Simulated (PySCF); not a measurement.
# Assigning NMR signals

Numbering as in the mapped SMILES `[CH2:1]=[CH:2]/[C:3](=[CH:4]\[SiH3:5])[C:6](=[O:7])[F:8]`. Hydrogens are named by the atom that carries them. Ha(C1) is cis to C3; Hb(C1) is trans to C3.

PySCF 2.14.0 with density-fitted response routines calculation with σ from GIAO-PBE0/pcSseg-1 and geometry: GFN2-xTB; isolated molecule, rapidly exchanging positions averaged, no relativistic terms, single conformer.

δ = σ(ref) − σ, references computed at the same level: 13C, 1H against TMS.

Problem. Assign these signals to the numbered atoms. 13C{1H} NMR (computed): δ 160.9 (C), 154.7 (CH), 145.2 (C), 138.3 (CH), 133.1 (CH2).

Solution. 
```tsv
δ (ppm)	atoms	environment	reason
160.9	C6	carbonyl carbon	–
154.7	C4	β carbon of a C=C–C=O unit	conjugation with the carbonyl draws π density from the β position
145.2	C3	α carbon of a C=C–C=O unit	the olefinic region
138.3	C2	alkene CH	as expected for a trigonal carbon in a double bond
133.1	C1	terminal =CH2 carbon	as expected for a trigonal carbon in a double bond
```

Problem. Assign these signals to the numbered atoms. 1H NMR (500 MHz, computed): δ 7.91 (m, 1H), 7.35 (m, 1H), 6.59 (m, 1H), 6.05 (m, 1H), 4.32 (d, 3H).

Solution. 
7.91 → H(C4), hydrogen on a β carbon of a C=C–C=O unit: attached to an sp2 carbon and in the plane of the double bond
7.35 → Ha(C1), hydrogen on a terminal =CH2 carbon: attached to an sp2 carbon and in the plane of the double bond
6.59 → H(C2), hydrogen on an alkene CH: attached to an sp2 carbon and in the plane of the double bond
6.05 → Hb(C1), hydrogen on a terminal =CH2 carbon: attached to an sp2 carbon and in the plane of the double bond
4.32 → H(Si5), hydrogen on a silicon bonded to C

Splittings by 19F in the carbon and heteronuclear signals aren't shown, as no couplings were computed. Shifts are as computed. Against solution values, carbons near 30 ppm lie about +3 ppm off and those near 130 ppm about +5 ppm. Of 1211 compounds with measured shifts, 218 miss one by over three times the rms of a fit or turn the order of signals round; such compounds aren't used in these exercises. Multiplicities follow the n + 1 count of equivalent neighbours, as no J values were calculated; m marks all less simple cases, F and P coupling included.
